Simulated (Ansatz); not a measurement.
Basis-set extrapolation for CH7BClNSi (`NBC[SiH2]Cl`) (PBE0-D4/def2-TZVP geometry, frozen core, the Gaussian-basis code of Ansatz). Multiplicity 1, RHF reference.

```json
{"": "HF", "def2-TZVPP": "-869.697619", "def2-QZVPP": "-869.725267"}
{"": "MP2 correlation", "def2-TZVPP": "-0.803510", "def2-QZVPP": "-0.865453"}
{"": "CCSD(T) correlation", "def2-TZVPP": "-0.896366", "def2-QZVPP": "not run"}
```

Energies in hartree. Use E(X) = E(∞) + A·exp(−7.88·√X) for Hartree–Fock and E(X) = E(∞) + B·X^(−2.97) for correlation, with X = 3 and 4, and add CCSD(T) minus MP2 of the smaller set to the MP2 limit.

What is the CCSD(T) energy at the basis-set limit?

HF limit: -869.725267 + (-0.027648) × 0.13774 = -869.72908. MP2 limit: -0.865453 + (-0.061943) × 0.74074 = -0.91134. Higher-order term: -0.896366 − (-0.803510) = -0.09286. Total: -870.73328 hartree, 365.7 kJ/mol below CCSD(T)/def2-TZVPP.
